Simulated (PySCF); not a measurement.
Gas-phase reaction: 2 WO2Cl2 + O2 = W2O6 + 4 Cl

Energies from PySCF, thermal terms from the rigid-rotor harmonic-oscillator model, ideal gas at 1 bar. † marks an energy on the PBE0/def2-TZVP geometry and frequencies. CCSD(T) freezes the core. Open shells (unrestricted): O2 (multiplicity 3), Cl (multiplicity 2, electronic degeneracy 6); the rest are closed-shell singlets. Spin-orbit splitting is ignored; it lowers the true energy and changes the entropy of Cl. W: scalar-relativistic def2 core potential, no spin-orbit coupling. W2O6: computed as isolated molecules; such fragments, hydroxides, amides, oligomers or adducts are transient or little studied in the gas. CCSD(T) isn't extrapolated to the basis-set limit. The harmonic model lacks anharmonicity and excited electronic states, which grow with temperature; levels with a mode under 35 cm⁻¹ are left out. Soft modes under 120 cm⁻¹ make the harmonic entropy rough for WO2Cl2, W2O6. Warning, large T1 diagnostic: W2O6, WO2Cl2 (CCSD(T)/def2-SVP†).

ΔH° and ΔS° at 298 K: BLYP/def2-TZVP† 627 kJ, 177 J/K; CCSD(T)/def2-SVP† 551 kJ, 177 J/K; M06-2X/def2-TZVP† 626 kJ, 177 J/K.

Problem. With the heat capacities included, give log10 K (1 bar) at 500, 1200, 1600, 1800, 2500 K from BLYP/def2-TZVP†, CCSD(T)/def2-SVP†, M06-2X/def2-TZVP†.

Solution. 
```tsv
T (K)	BLYP/def2-TZVP†	CCSD(T)/def2-SVP†	M06-2X/def2-TZVP†
500	-56.2	-48.2	-56.1
1200	-17.6	-14.3	-17.5
1600	-10.6	-8.1	-10.6
1800	-8.2	-6.0	-8.2
2500	-2.9	-1.3	-2.9
```
